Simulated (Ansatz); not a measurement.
Species: C4H9O (charge 0, doublet). It need not be the lowest isomer of its formula. 
Structure (B3LYP-D3(BJ)/def2-TZVP (Ansatz, a program for electronic structure) minimum search):
```xyz
14

C     -0.1546     1.5694     0.1268
C     -0.4601     0.1184     0.2512
C     -1.7758    -0.2556    -0.4345
O      0.5459    -0.6937    -0.3490
C      1.7803    -0.6723     0.3372
H     -0.5508     2.2840     0.8348
H      0.3338     1.9350    -0.7669
H     -0.5388    -0.1446     1.3182
H     -1.7160    -0.0316    -1.5001
H     -1.9667    -1.3226    -0.3101
H     -2.6052     0.3067    -0.0047
H      2.2208     0.3308     0.3574
H      2.4519    -1.3463    -0.1923
H      1.6653    -1.0215     1.3718
```
Charge 0, spin multiplicity 2.

Computed values are from Ansatz. Correlated levels leave the core frozen unless marked. Open shells are spin-unrestricted. Spin-orbit coupling is left out. No relativistic terms. CBS(X,Y): correlation extrapolated as X^-3; Hartree-Fock from the larger set.

Task: What is the dipole moment at CCSD(T)/aug-cc-pVDZ?

Result: 1.14 D.

Task: What is the T1 diagnostic at CCSD/cc-pVQZ?

Result: 0.011.

Task: What is the total energy at CCSD(T)/CBS(cc-pVTZ,cc-pVQZ)?

Result: -232.7028 Eh.

Task: What is the atomisation energy De at CCSD(T)/CBS(cc-pVTZ,cc-pVQZ)?

Result: 1281.1 kcal/mol.
